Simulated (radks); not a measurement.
Task: Cd2.75+, configuration [Kr] 4d8.25 5p1 (fractional occupations, a model configuration). Method: Dirac Kohn-Sham, PBE, spin-unpolarised, spherical densities, point nucleus; open shells are shared between the two j in proportion to 2j + 1; computed with a radial shooting solver on a logarithmic mesh with Libxc functionals. Some entries of the table are withheld. Estimate them.

orbital,occ.,eigenvalue (eV),r(max) (bohr)
1s1/2,2,-26548.92,(1)
2s1/2,2,-3974.145,0.1113
2p1/2,2,-3702.308,(2)
2p3/2,4,-3509.850,(3)
3s1/2,2,-772.6711,0.3240
3p1/2,2,-663.7761,0.3104
3p3/2,4,-629.3915,0.3204
3d3/2,4,-436.7956,0.2641
3d5/2,6,-429.8069,0.2670
4s1/2,2,-144.0270,0.7940
4p1/2,2,-108.8174,0.8258
4p3/2,4,-102.8392,0.8500
4d3/2,3.3,-48.1593,0.9549
4d5/2,4.95,-47.3538,0.9643
5p1/2,0.333333,-24.4099,(4)
5p3/2,0.666667,-23.7002,(5)

Result: 
(1) 1s1/2 r(max) (bohr): 0.01967
(2) 2p1/2 r(max) (bohr): 0.08597
(3) 2p3/2 r(max) (bohr): 0.09031
(4) 5p1/2 r(max) (bohr): 2.297
(5) 5p3/2 r(max) (bohr): 2.365
